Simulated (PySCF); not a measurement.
**A small calculation by hand: chemical shift, span and skew from a shielding tensor**

CH4ClFOSi, SMILES CO[SiH](F)Cl. Atoms are numbered in the order given.

```xyz
9

Si     0.0754     0.1513     0.4500
F     -0.0078     1.7388     0.1421
Cl     1.8596    -0.5637    -0.2523
O     -1.1141    -0.6265    -0.3625
C     -2.5035    -0.3707    -0.2622
H     -0.0143    -0.0139     1.9134
H     -2.7472     0.6554    -0.5867
H     -2.8703    -0.5101     0.7709
H     -3.0326    -1.0801    -0.9150
```

Geometry optimised at B3LYP-D3(BJ)/def2-SVP. This is a generated structure with no PubChem entry under its InChIKey; it may be hypothetical. The values are those of a single conformer.

GIAO shieldings from KT2/pcSseg-1 run with PySCF, non-relativistic, no solvent. The symmetric part of the tensor of Si1 has the principal values 354.5, 390.9, 410.2 ppm. The same nucleus in TMS has σ = 361.9 ppm at this level (PySCF, at its B3LYP-D3(BJ)/def2-TZVP geometry). Without spin–orbit terms, shifts of atoms bonded to Cl or Br come out too high.

### Question
Work out the isotropic shielding, the ²⁹Si shift against TMS, the span and the skew.

### Answer

σ(iso) = (σ11 + σ22 + σ33)/3 = 385.2 ppm. δ = σ(ref) − σ(iso) = 361.9 − (385.2) = -23.3 ppm.
Span Ω = σ33 − σ11 = 55.7 ppm. Skew κ = 3(σ(iso) − σ22)/Ω = -0.31. Tumbling in solution averages the tensor to δ; in a static solid the shielding alone would spread this spin-1/2 line over Ω.
